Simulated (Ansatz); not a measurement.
`S[SiH2][SnH2][SH]`, charge 0, multiplicity 1.

Task: Give a relaxed structure at PBE0-D4/def2-TZVP (Ansatz). (Best estimate.)

Result: Ansatz gave: 
Z-matrix (Å, degrees):
```
Si
Sn 1 2.567
S 1 2.133 2 105.7
H 1 1.485 2 112.8 3 117.4
H 1 1.488 2 109.5 3 -122.0
S 2 2.427 1 103.1 3 35.9
H 2 1.708 1 116.3 3 153.7
H 2 1.704 1 114.2 3 -75.9
H 3 1.352 1 93.3 2 -31.7
H 6 1.344 2 93.8 1 73.7
```
This is one stationary point; other conformers may exist.
